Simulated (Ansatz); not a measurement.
Stepwise reaction of `N[SiH](N)S` with water, as a gas-phase model of exchange steps in deposition or etching. ΔE in kJ/mol; ΔG adds harmonic PBE0-D4 terms to CCSD(T)/CBS, at 1 bar.

Gas-phase electronic energies from Ansatz, PBE0-D4/def2-TZVP geometries. CBS: MP2 limit from def2 TZ/QZ plus the TZ coupled-cluster correction, frozen cores. This one scheme is used for every species. DFT in def2-TZVPP. B3LYP here is the variant with VWN-RPA as its local correlation; programs differ in this. Each species was taken in one conformer, which may not be the lowest.

| step | reaction | PBE-D4 | B3LYP-D4 | ωB97M-V | CCSD(T)/CBS | ΔG(400 K) |
| --- | --- | --- | --- | --- | --- | --- |
| 1 | `N[SiH](N)S` + H₂O → `N[SiH](O)S` + NH₃ | -38.8 | -42.3 | -42.3 | -39.1 | -39.7 |
| 2 | `N[SiH](O)S` + H₂O → `O[SiH](O)S` + NH₃ | -41.5 | -44.3 | -43.9 | -41.8 | -40.2 |

By hand: ΔE of the 2 steps together at CCSD(T)/CBS.

(-39.1) + (-41.8) = -80.9 kJ/mol, or -40.5 kJ/mol a step.

In ΔE the steps differ by no more than 2.7 kJ/mol. All are downhill at CCSD(T)/CBS. ΔG lies between -40.2 and -39.7 kJ/mol a step. PBE-D4 differs from CCSD(T)/CBS by 0.3 to 0.3 kJ/mol a step. Isolated molecules leave out the surface, adducts and barriers. Largest T1 diagnostic: 0.011.
